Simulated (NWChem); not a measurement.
System: PbH$_{2}$SO, singlet; SMILES [OH][Pb][SH]

Parts of the log:

```
             Northwest Computational Chemistry Package (NWChem) 7.3.0
             --------------------------------------------------------

 C1  symmetry detected

                             Geometry "geometry" -> ""
                             -------------------------

 Output coordinates in angstroms (scale by  1.889725989 to convert to a.u.)

  No.       Tag          Charge          X              Y              Z
 ---- ---------------- ---------- -------------- -------------- --------------
    1 Pb                  82.0000    -0.23972898    -0.33253576     0.00007031
    2 O                    8.0000     1.71173701    -1.11696522    -0.00021021
    3 H                    1.0000     2.53232839    -0.63377905    -0.00079386
    4 S                   16.0000     0.27626058     2.14332394     0.00030074
    5 H                    1.0000    -0.98861740     2.54425033    -0.00810175

 Effective nuclear repulsion energy (a.u.)     502.9812408779

                                Z-matrix (autoz)
                                --------

 Units are Angstrom for bonds and degrees for angles

      Type          Name      I     J     K     L     M      Value
      ----------- --------  ----- ----- ----- ----- ----- ----------
    1 Stretch                  1     2                       2.10322
    2 Stretch                  1     4                       2.52906
    3 Stretch                  2     3                       0.95228
    4 Stretch                  4     5                       1.32692
    5 Bend                     1     2     3               127.61067
    6 Bend                     1     4     5                95.81442
    7 Bend                     2     1     4               100.12621
    8 Torsion                  2     1     4     5         179.62794
    9 Torsion                  3     2     1     4          -0.04238

                           NWChem Geometry Optimization
                           ----------------------------

 maximum gradient threshold         (gmax) =   0.000450
 rms gradient threshold             (grms) =   0.000300
 maximum cartesian step threshold   (xmax) =   0.001800
 rms cartesian step threshold       (xrms) =   0.001200
 fixed trust radius                (trust) =   0.300000
 source of zmatrix                         =   autoz

          -------------------
          Energy Minimization
          -------------------

 Using diagonal initial Hessian
 Scaling for Hessian diagonals: bonds = 1.00  angles = 0.25  torsions = 0.10

          --------
          Step   0

                                 NWChem DFT Module
                                 -----------------

 Summary of "ao basis" -> "ao basis" (spherical)
 ------------------------------------------------------------------------------
       Tag                 Description            Shells   Functions and Types
 ---------------- ------------------------------  ------  ---------------------
 Pb                         def2-svp                10       26   4s4p2d
 O                          def2-svp                 6       14   3s2p1d
 H                          def2-svp                 3        5   2s1p
 S                          def2-svp                 8       18   4s3p1d

            General Information
            -------------------
          SCF calculation type: DFT
          Wavefunction type:  closed shell.
          No. of atoms     :     5
          No. of electrons :    48
           Alpha electrons :    24
            Beta electrons :    24
          Charge           :     0
          Spin multiplicity:     1
          Use of symmetry is: off; symmetry adaption is: off
          Maximum number of iterations: 150
          AO basis - number of functions:    68
                     number of shells:    30
          Convergence on energy requested:  1.00D-06
          Convergence on density requested:  1.00D-05
          Convergence on gradient requested:  5.00D-04

              XC Information
              --------------
                         PBE0 Method XC Functional
                     Hartree-Fock (Exact) Exchange  0.250
          PerdewBurkeErnzerhof Exchange Functional  0.750
            Perdew 1991 LDA Correlation Functional  1.000 local
           PerdewBurkeErnz. Correlation Functional  1.000 non-local

             Grid Information
             ----------------
          Grid used for XC integration:  medium
          Radial quadrature: Mura-Knowles
          Angular quadrature: Lebedev.
          Tag              B.-S. Rad. Rad. Pts. Rad. Cut. Ang. Pts.
          ---              ---------- --------- --------- ---------
          Pb                  1.80      123          10.0       590
          O                   0.60       49          11.0       434
          H                   0.35       45          12.0       434
          S                   1.00       88          10.0       590
          Grid pruning is: on
          Number of quadrature shells:   350
          Spatial weights used:  Erf1

[...]

      ----------------------
      Optimization converged
      ----------------------

  Step       Energy      Delta E   Gmax     Grms     Xrms     Xmax
  ---- ---------------- -------- -------- -------- -------- --------
@    8    -667.13094845 -1.0D-07  0.00006  0.00002  0.00048  0.00125
                                     ok       ok       ok       ok

                                Z-matrix (autoz)
                                --------

 Units are Angstrom for bonds and degrees for angles

      Type          Name      I     J     K     L     M      Value     Gradient
      ----------- --------  ----- ----- ----- ----- ----- ---------- ----------
    1 Stretch                  1     2                       2.10008    0.00003
    2 Stretch                  1     4                       2.56776    0.00002
    3 Stretch                  2     3                       0.96560    0.00006
    4 Stretch                  4     5                       1.35212    0.00002
    5 Bend                     1     2     3               114.09625    0.00000
    6 Bend                     1     4     5                92.81307   -0.00001
    7 Bend                     2     1     4                95.87845   -0.00001
    8 Torsion                  2     1     4     5         179.99812   -0.00000
    9 Torsion                  3     2     1     4           0.00342    0.00000

                         Geometry "geometry" -> "geometry"
                         ---------------------------------

 Output coordinates in angstroms (scale by  1.889725989 to convert to a.u.)

  No.       Tag          Charge          X              Y              Z
 ---- ---------------- ---------- -------------- -------------- --------------
    1 Pb                  82.0000    -0.26310923    -0.39953794    -0.00145085
    2 O                    8.0000     1.70572497    -1.13030349     0.00036081
    3 H                    1.0000     2.38203312    -0.44111383     0.00018245
    4 S                   16.0000     0.37914876     2.08660556    -0.00333242
    5 H                    1.0000    -0.91181801     2.48864394    -0.00449476

 Effective nuclear repulsion energy (a.u.)     500.5486712908

                Final and change from initial internal coordinates
                --------------------------------------------------

                                Z-matrix (autoz)
                                --------

 Units are Angstrom for bonds and degrees for angles

[...]

 Rotational Constants
 --------------------
 A=   0.239681 cm-1  (  0.344839 K)
 B=   0.085913 cm-1  (  0.123607 K)
 C=   0.063244 cm-1  (  0.090991 K)

 Temperature                      =   298.15K
 frequency scaling parameter      =   1.0000

 Zero-Point correction to Energy  =   13.589 kcal/mol  (  0.021656 au)
 Thermal correction to Energy     =   16.868 kcal/mol  (  0.026881 au)
 Thermal correction to Enthalpy   =   17.460 kcal/mol  (  0.027825 au)

 Total Entropy                    =   77.740 cal/mol-K
   - Translational                =   42.524 cal/mol-K (mol. weight = 257.9592)
   - Rotational                   =   26.607 cal/mol-K (symmetry #  =        1)
   - Vibrational                  =    8.610 cal/mol-K

 Cv (constant volume heat capacity) =   15.787 cal/mol-K
   - Translational                  =    2.979 cal/mol-K
   - Rotational                     =    2.979 cal/mol-K
   - Vibrational                    =    9.828 cal/mol-K

[normal modes left out]

 ----------------------------------------------------------------------------
 Normal Eigenvalue ||           Projected Infra Red Intensities
  Mode   [cm**-1]  || [atomic units] [(debye/angs)**2] [(KM/mol)] [arbitrary]
 ------ ---------- || -------------- ----------------- ---------- -----------
    1       -0.000 ||    0.001081           0.025         1.054       0.384
    2       -0.000 ||    0.000012           0.000         0.012       0.004
    3       -0.000 ||    0.003362           0.078         3.277       1.192
    4       -0.000 ||    0.000579           0.013         0.565       0.206
    5        0.000 ||    0.000427           0.010         0.416       0.151
    6        0.000 ||    0.000117           0.003         0.114       0.041
    7      121.165 ||    0.008324           0.192         8.114       2.953
    8      234.087 ||    0.029163           0.673        28.429      10.345
    9      299.798 ||    0.039993           0.923        38.988      14.187
   10      393.659 ||    0.115886           2.674       112.971      41.108
   11      552.761 ||    0.094480           2.180        92.103      33.514
   12      581.519 ||    0.008490           0.196         8.276       3.012
   13      743.083 ||    0.063406           1.463        61.812      22.492
   14     2710.440 ||    0.001880           0.043         1.833       0.667
   15     3873.826 ||    0.055664           1.284        54.264      19.745
 ----------------------------------------------------------------------------
```

Level: PBE0/def2-SVP with def2 effective core potentials on Pb. Low-valent species are run as closed-shell singlets; no triplet was tried in these runs. def2 effective core potentials on Pb; no spin-orbit coupling.

Problem. Which NWChem input produces such a log?

Solution. One answer among several that fit: the input that was run:
```
start job
memory heap 200 mb stack 900 mb global 1100 mb
geometry units angstroms
  Pb    -0.064556    -0.220474     0.239863
  O      1.528296    -1.090116    -0.823196
  H      1.979241    -0.738737    -1.584787
  S     -0.364454     1.916958    -1.078307
  H     -1.373593     2.381814    -0.352858
end
basis spherical
  * library def2-svp
end
ecp
  Pb library def2-ecp
end
dft
  xc pbe0
  iterations 150
end
driver
  maxiter 120
end
task dft optimize
dft
  grid fine
  convergence energy 1d-8 density 1d-7
end
task dft freq numerical
```
